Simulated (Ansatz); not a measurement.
Stepwise reaction of `N[Si](N)(F)F` with hydrogen chloride, as a gas-phase model of exchange steps in deposition or etching. ΔE in kJ/mol; ΔG adds harmonic PBE0-D4 terms to CCSD(T)/CBS, at 1 bar.

Program: Ansatz. Geometries: PBE0-D4/def2-TZVP. ΔE: electronic, gas phase. CBS: MP2 limit from def2 TZ/QZ plus the TZ coupled-cluster correction, frozen cores. This one scheme is used for every species. DFT in def2-TZVPP. B3LYP here is the variant with VWN-RPA as its local correlation; programs differ in this. Each species was taken in one conformer, which may not be the lowest.

```csv
step,reaction,PBE-D4,B3LYP-D4,ωB97M-V,CCSD(T)/CBS,ΔG(600 K)
1,`N[Si](N)(F)F` + HCl → `N[Si](N)(F)Cl` + H–F,43.3,53.7,52.5,51.1,52.6
2,`N[Si](N)(F)Cl` + HCl → `N[Si](N)(Cl)Cl` + H–F,42.4,52.7,51.7,48.8,57.5
```

Question: By hand: ΔE of the 2 steps together at CCSD(T)/CBS.

Answer: (51.1) + (48.8) = 99.9 kJ/mol, or 50.0 kJ/mol a step.

In ΔE the steps differ by no more than 2.3 kJ/mol. All are uphill at CCSD(T)/CBS. ΔG lies between 52.6 and 57.5 kJ/mol a step. PBE-D4 differs from CCSD(T)/CBS by -7.8 to -6.4 kJ/mol a step. Isolated molecules leave out the surface, adducts and barriers. Largest T1 diagnostic: 0.010.
